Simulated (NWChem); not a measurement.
Species: sulfolane (C$_{4}$H$_{8}$O$_{2}$S); SMILES C1S(=O)(CCC1)=O

```xyz
15

O      1.2112     0.4122     1.5307
S      0.0000     0.0000     0.8022
O     -1.2112    -0.4122     1.5307
C     -0.4427     1.2885    -0.4387
C      0.1011     0.7658    -1.7729
C     -0.1011    -0.7658    -1.7729
C      0.4427    -1.2885    -0.4387
H     -1.5336     1.3600    -0.4331
H     -0.0048     2.2307    -0.1035
H     -0.4078     1.2407    -2.6176
H      1.1692     0.9989    -1.8575
H      0.4078    -1.2407    -2.6176
H     -1.1692    -0.9989    -1.8575
H      0.0048    -2.2307    -0.1035
H      1.5336    -1.3600    -0.4331
```
Atoms are numbered in this order, from 1.

Level: B3LYP/6-31G* (spherical d) (NWChem), optimised geometry, unscaled harmonic frequencies. B3LYP is NWChem's, with the RPA form of VWN correlation.

**Question.** List the harmonic frequencies with IR intensities, and the thermochemistry.

**Answer.** 
```tsv
frequency (cm⁻¹)	IR intensity (km/mol)
36	2.4
227	0.1
305	0.1
353	0.7
360	10.6
413	21.6
507	7.3
550	18.1
642	11.0
721	60.4
810	1.2
885	0.2
915	4.4
916	15.7
987	0.0
1009	0.3
1050	1.8
1092	3.1
1103	123.9
1167	53.0
1231	0.8
1237	0.5
1291	43.4
1311	14.0
1328	129.0
1365	6.1
1381	0.5
1488	1.5
1490	10.7
1518	5.7
1530	0.8
3065	14.7
3069	22.6
3102	6.5
3102	1.1
3115	11.0
3122	23.7
3171	0.4
3172	3.3
```

```yaml
zero_point_energy: 77.4 kcal/mol
thermal correction to the enthalpy at 298.15 K (with zero-point energy): 82.2 kcal/mol
heat capacity Cv: 25.4 cal/(mol K)
entropy at 298.15 K and 1 atm (symmetry number 2): 81.5 cal/(mol K)
dipole_moment: 5.27 D
```

Rigid rotor and harmonic oscillator; modes under 100 cm⁻¹ make the entropy uncertain.
